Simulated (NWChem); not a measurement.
Molecule: MoNH$_{3}$O$_{3}$; SMILES [NH2][Mo](=[O])(=[O])[OH]

```xyz
8

Mo     0.0606     0.0138     0.0000
O      1.0250     0.0677    -1.3720
O      1.0250     0.0677     1.3720
O     -1.1392     1.4528     0.0000
H     -0.9295     2.3928     0.0000
N     -0.9466    -1.6218     0.0000
H     -1.1389    -2.1631    -0.8393
H     -1.1389    -2.1631     0.8393
```
Atoms are numbered in this order, from 1.

Program: NWChem. Structure relaxed at the PBE0/def2-SVP level. No frequency run checked for a minimum. def2 effective core potentials on Mo; no spin-orbit coupling. Level M06-2X/def2-SVP: energy and gradient on several grids; changes count from the extra-fine grid, which is no exact limit either.

| grid | size of the energy change (μHa) | largest change of a gradient component (μHa/bohr) | time, medium = 1 (rough) |
|---|---|---|---|
| xcoarse | 30000 | 6000 | about 1 |
| coarse | 1000 | 700 | about 1 |
| medium | < 10 | 100 | about 1 |
| fine | < 10 | < 30 | about 1 |
| xfine | < 10 | < 30 | 2 |
